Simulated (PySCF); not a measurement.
C₃H₃FOSi.
Geometry (GFN2-xTB, Å), atoms numbered from 1 in this order:
```xyz
9
C3H3FOSi angstrom
O     -0.5822    2.2984    0.3831
C     -0.3246    1.1387    0.1913
C     -1.2170   -0.0344    0.1172
C     -0.3300   -1.0200   -0.1129
F     -0.6185   -2.3126   -0.2644
Si     1.2624    0.0435   -0.1272
H     -2.2884   -0.0643    0.2235
H      2.1792   -0.1897    0.9811
H      1.9325    0.1462   -1.4170
```

A calculation gives these core lines: C 1s: 291.14 (area 1), 293.02 (area 1), 293.23 (area 1) eV; O 1s: 537.57 eV; F 1s: 693.65 eV; Si 1s: 1847.12 eV; Si 2p3/2: 107.42 eV.

Theory: delta-SCF UKS SCAN, pcX-2 on the ionised atom, pcseg-1 elsewhere, spin-free X2C in PySCF 2.14.0. Isolated species at its GFN2-xTB geometry, gas phase.

Q: Which carbon gives which C 1s line?

A: 291.14 eV: C3 (alkene CH carbon); 293.02 eV: C2 (carbonyl carbon); 293.23 eV: C4 (vinylic C–F carbon). Lowest listed C 1s: C3, bonded to C (double bond), C and H. Highest, 2.09 eV above it: C4, bonded to F, C (double bond) and Si. The widest gap between neighbouring values is 1.88 eV, between 291.14 and 293.02 eV. Summing the Pauling electronegativity differences to the bonded atoms, each weighted by its formal bond order, gives -0.35 for the lowest site and +0.78 for the highest; the largest sum, +1.13, belongs to C2, 0.21 eV below the top.

Bonded neighbours of each site: O1: C (double bond); C2: O (double bond), C and Si; C3: C (double bond), C and H; C4: F, C (double bond) and Si; F5: C; Si6: 2 C and 2 H.

Q: Which photon wavelength matches the Si 2p3/2 of Si6 threshold?

A: λ = hc/E = 12398.42 eV Å / 107.42 eV = 115.420 Å.

Spin contamination (⟨S²⟩ against 0.75 for a pure doublet) is marked for C 1s of C4 (0.86), which makes this value less certain. Spin–orbit coupling isn't in the SCF: each 2p doublet comes from a relaxed spin-free hole plus a matrix of the shell (mean-field spin–orbit coupling and the ground-state 2p splitting), with 2p3/2 averaged over its two sublevels. 2p1/2 minus 2p3/2 (ligand field included): Si 0.62 eV.
